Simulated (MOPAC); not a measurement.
Input file for MOPAC: AM1 on ClHSSi (SMILES S[Si]Cl), a point of a torsion scan.

```
AM1 1SCF PRECISE CHARGE=0 THREADS=1
ClHSSi

S     -1.22513331 1     0.42645933 1     0.47356853 1
Si     0.74781577 1     0.94787150 1    -0.35569496 1
Cl     1.85228420 1    -0.71836381 1     0.12529969 1
H     -1.37982122 1    -0.66529027 1    -0.26384747 1
```

Program output:

```
*******************************************************************************
 **                                                                           **
 **                              MOPAC v23.2.5                                **
 **                                                                           **
 *******************************************************************************
 ** MOPAC's Digital Object Identifier: https://doi.org/10.5281/zenodo.6511958 **
 **                                                                           **
 ** Please cite the open-source release paper for use of this MOPAC version:  **
 ** J. E. Moussa and J. J. P. Stewart (2026)                                  **
 ** MOPAC: An open-source semiempirical molecular orbital program             **
 ** J. Open Source Softw., 11(119), 8025, https://doi.org/10.21105/joss.08025 **
 *******************************************************************************

                              AM1 CALCULATION RESULTS

 *******************************************************************************
 *  AM1        - The AM1 Hamiltonian to be used
 *
 *
 *
 *                 CHARGE ON SYSTEM = 0
 *
 *
 *
 *  PRECISE    - TIGHTER CRITERIA TO BE USED
 *  1SCF       - DO 1 SCF AND THEN STOP
 *  THREADS=1  - MULTI-THREADING NOT USED
 *  T=         - A TIME OF 172800.0 SECONDS REQUESTED
 *  DUMP=N     - RESTART FILE WRITTEN EVERY 7200.0 SECONDS REQUESTED
 *******************************************************************************
AM1 1SCF PRECISE CHARGE=0 THREADS=1
 ClHSSi

   ATOM   CHEMICAL          X               Y               Z
  NUMBER   SYMBOL      (ANGSTROMS)     (ANGSTROMS)     (ANGSTROMS)

     1       S         -1.22513331  *   0.42645933  *   0.47356853  *
     2      Si          0.74781577  *   0.94787150  *  -0.35569496  *
     3      Cl          1.85228420  *  -0.71836381  *   0.12529969  *
     4       H         -1.37982122  *  -0.66529027  *  -0.26384747  *



          CARTESIAN COORDINATES

    NO.       ATOM           X           Y           Z

     1         S         -1.2251      0.4265      0.4736
     2        Si          0.7478      0.9479     -0.3557
     3        Cl          1.8523     -0.7184      0.1253
     4         H         -1.3798     -0.6653     -0.2638

  H: (AM1): M.J.S. DEWAR ET AL, J. AM. CHEM. SOC. 107 3902-3909 (1985)
 Si: (AM1): M.J.S.DEWAR, C. JIE, ORGANOMETALLICS, 6, 1486-1490 (1987).
  S: (AM1): M.J.S. DEWAR, Y-C YUAN, INORGANIC CHEMISTRY, 29, 3881:3890,  (1990)
 Cl: (AM1): M.J.S. DEWAR AND E. G. ZOEBISCH, THEOCHEM, 180, 1 (1988).

           Empirical Formula: H S Si Cl  =     4 atoms



      MOLECULAR POINT GROUP   :   C1


      RHF CALCULATION, NO. OF DOUBLY OCCUPIED LEVELS = 9


 -------------------------------------------------------------------------------
 AM1 1SCF PRECISE CHARGE=0 THREADS=1
 ClHSSi



     1SCF WAS SPECIFIED, SO BFGS WAS NOT USED
     SCF FIELD WAS ACHIEVED


                              AM1 CALCULATION
                                                       MOPAC v23.2.5 Linux




          FINAL HEAT OF FORMATION =          2.42758 KCAL/MOL =      10.15698 KJ/MOL


          COSMO AREA              =        117.62 SQUARE ANGSTROMS
          COSMO VOLUME            =        109.26 CUBIC ANGSTROMS

          IONIZATION POTENTIAL    =          8.633208 EV
          HOMO LUMO ENERGIES (EV) =         -8.633 -2.028
          NO. OF FILLED LEVELS    =          9
          MOLECULAR WEIGHT        =         96.6064         POINT GROUP:  C1

          MOLECULAR DIMENSIONS (Angstroms)

            Atom       Atom       Distance
           Cl     3    S     1     3.30188
            H     4   Si     2     2.25455
            S     1   Si     2     0.67969


          SCF CALCULATIONS        =          1





   ATOM   CHEMICAL          X               Y               Z
  NUMBER   SYMBOL      (ANGSTROMS)     (ANGSTROMS)     (ANGSTROMS)

     1       S         -1.22513331  *   0.42645933  *   0.47356853  *
     2      Si          0.74781577  *   0.94787150  *  -0.35569496  *
     3      Cl          1.85228420  *  -0.71836381  *   0.12529969  *
     4       H         -1.37982122  *  -0.66529027  *  -0.26384747  *

                             CARTESIAN COORDINATES

   1    S       -1.225133310     0.426459330     0.473568530
   2   Si        0.747815770     0.947871500    -0.355694960
   3   Cl        1.852284200    -0.718363810     0.125299690
   4    H       -1.379821220    -0.665290270    -0.263847470


           Empirical Formula: H S Si Cl  =     4 atoms



      MOLECULAR POINT GROUP   :   C1


                  EIGENVALUES
 -37.43548 -19.74824 -16.32042 -14.82454 -13.58983 -13.34298 -11.91926 -10.33411
  -8.63321  -2.02803  -1.28298  -0.50853   0.93579


              NET ATOMIC CHARGES AND DIPOLE CONTRIBUTIONS

  ATOM NO.   TYPE          CHARGE      No. of ELECS.   s-Pop       p-Pop
    1          S          -0.433759        6.4338     1.91819     4.51557
    2         Si           0.655386        3.3446     1.61682     1.72779
    3         Cl          -0.327980        7.3280     1.97864     5.34934
    4          H           0.106353        0.8936     0.89365
 DIPOLE           X         Y         Z       TOTAL
 POINT-CHG.     1.284     2.887    -2.439     3.991
 HYBRID        -0.834    -3.607     0.898     3.809
 SUM            0.450    -0.719    -1.541     1.759


          ATOMIC ORBITAL ELECTRON POPULATIONS

     Atom    s        px        py        pz
    1  S   1.91819   1.56137   1.37671   1.57749
    2 Si   1.61682   0.57928   0.77838   0.37013
    3 Cl   1.97864   1.82488   1.66243   1.86203
    4  H   0.89365

 **********************
 *                    *
 * JOB ENDED NORMALLY *
 *                    *
 **********************




 == MOPAC DONE ==
```

The run finished.

Cost: around 0.04 core-seconds (rough).
